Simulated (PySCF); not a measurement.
NMR problem set

Averaged over atoms made equivalent by symmetry, fast rotation or ring inversion, no solvent model, no relativistic terms, a single conformation. Couplings computed with B3LYP/pcJ-1 (spin–dipole term left out of most H,H and C,H couplings); coordinates at the PBE0-D3(BJ)/def2-SVP level; NMR shieldings at PBE0/pcSseg-1/GIAO; PySCF 2.14.0 with density-fitted response routines.

References, each an isolated molecule treated in the same way: ¹H, ¹³C vs TMS. Multiplet labels drop J under 1 Hz and among equivalent protons, and merge close values. Unscaled 3J(H,H) run several per cent high. Where no couplings were computed, multiplicities follow the n + 1 count of equivalent neighbours, and m marks all less simple cases (inequivalent or close neighbours, rings, F or P nearby). Vicinal couplings that depend on rotamer populations or ring flexing (ring, CH–CH, X–H and H–F types) are those of the one conformer. Couplings to H on boron are left out. Carbons bonded to boron are broad in practice. Shifts are as computed. Against solution values, carbons near 30 ppm lie about +2 ppm off and those near 130 ppm about +5 ppm. Of 1313 compounds with measured shifts, 239 miss one by over three times the rms of a fit or turn the order of signals round; such compounds aren't used in these exercises. OH and NH positions are gas-phase values without hydrogen bonding to other molecules.

**Question.** C$_{3}$H$_{11}$B$_{2}$N. ¹H NMR (400 MHz, computed): δ 7.12 (br, 1H), 4.82 (br, 1H), 3.92 (br s, 1H), 2.92 (s, 3H), 2.16 (s, 2H), 1.02 (s, 3H). ¹³C{¹H} NMR (computed): δ 42.0 (CH2), 37.5 (CH3), 16.9 (CH3). What is it?

**Answer.** `CBCBNC`. 3 carbon signals for 3 carbons: no two carbons are equivalent. Carbon types of the structure: 1 × CH2, 2 × CH3, leaving 3 H on heteroatoms. δC 42.0: sp3 CH2 bonded to 2 B. δC 37.5: methyl carbon bonded to N; the inductive effect lowers its shielding. δH 3.92: hydrogen on a nitrogen bonded to C, B; labile proton, position sensitive to the medium. δH 2.92: hydrogen on a methyl carbon bonded to N; its carbon carries N, which withdraws density. The protons at 1.02 and 7.12 share a coupling of 5.3 Hz (vicinal).

This is the structure that produced the data.

**Question.** C$_{3}$H$_{11}$B$_{2}$N. ¹H NMR (500 MHz, computed): δ 5.74 (br, 4H), 3.70 (sept, J = 7.6 Hz, 1H), 1.27 (d, J = 7.6 Hz, 6H). ¹³C{¹H} NMR (computed): δ 59.5 (CH), 27.3 (CH3). Identify the compound.

**Answer.** `BN(B)C(C)C`. 2 carbon signals for 3 carbons: some carbons are equivalent by symmetry or fast rotation. Carbon types of the structure: 1 × CH, 2 × CH3, leaving 4 H on heteroatoms. δC 59.5: sp3 CH bonded to N; pulled downfield by the heteroatom. δC 27.3: methyl carbon; a saturated carbon with 1 carbon neighbour and no heteroatom attached. δH 3.70: hydrogen on an sp3 CH bonded to N; its carbon carries N, which withdraws density. δH 1.27: hydrogen on a methyl carbon. The protons at 3.70 and 1.27 share a coupling of 7.6 Hz (vicinal).

The shifts were computed for this structure.

**Question.** C$_{6}$H$_{18}$BN. ¹H NMR (400 MHz, computed): δ 2.36 (s, 9H), 1.99 (br, 2H), 0.94 (d, 6H), 0.09 (m, 1H). ¹³C{¹H} NMR (computed): δ 52.1, 27.1, 18.7. What is it?

**Answer.** `InChI=1S/C6H18BN/c1-6(2)7-8(3,4)5/h6H,7H2,1-5H3`. 3 carbon signals for 6 carbons: some carbons are equivalent by symmetry or fast rotation. Carbon types of the structure: 1 × CH, 5 × CH3, leaving 2 H on heteroatoms. δC 52.1: methyl carbon bonded to N; the inductive effect lowers its shielding. δC 27.1: methyl carbon; saturated and bonded to C and H only. δC 18.7: sp3 CH bonded to B. δH 2.36: hydrogen on a methyl carbon bonded to N; its carbon carries N, which withdraws density.

The data come from this structure; uniqueness wasn't tested.
